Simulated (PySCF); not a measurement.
C₂H₆FNOSi. Atoms are numbered in the order given.

```xyz
12

N      2.5150     0.0790     0.3997
Si     1.4059    -1.0905    -0.1777
O     -0.2011    -0.7550     0.2125
C     -0.7893     0.4485     0.0509
C     -2.1099     0.5747    -0.0794
F     -2.6743     1.7782    -0.2014
H      2.7121     0.2258     1.3819
H      2.8573     0.8345    -0.1797
H      1.6179    -2.4127     0.4594
H      1.5607    -1.1149    -1.6596
H     -0.1504     1.3415     0.0590
H     -2.8127    -0.2620    -0.0882
```

Geometry optimised at PBE0-D3(BJ)/def2-SVP. The structure was generated by enumeration; whether it is a known compound was not checked. One conformer was computed; it need not be the lowest.

Computed with PBE0/pcSseg-1 (PySCF).

GIAO shieldings, no solvent; atoms listed in one row are averaged. δ = σ(ref) − σ: ¹⁵N against NH3 (σ = 267.4 ppm); ²⁹Si against TMS (σ = 352.7 ppm); ¹⁷O against H2O (σ = 334.2 ppm); ¹³C against TMS (σ = 186.3 ppm); ¹⁹F against CFCl3 (σ = 167.2 ppm); ¹H against TMS (σ = 31.56 ppm), references at their B3LYP-D3(BJ)/def2-TZVP geometries, non-relativistic.

Computed chemical shifts:
```tsv
nucleus	atoms	count	δ (ppm)
¹⁵N	N1	1	29.4
²⁹Si	Si2	1	-31.1
¹⁷O	O3	1	102.4
¹³C	C5	1	153.4
¹³C	C4	1	138.6
¹⁹F	F6	1	-193.8
¹H	H12	1	7.52
¹H	H11	1	7.40
¹H	H9, H10	2	4.99
¹H	H8	1	1.65
¹H	H7	1	1.25
```
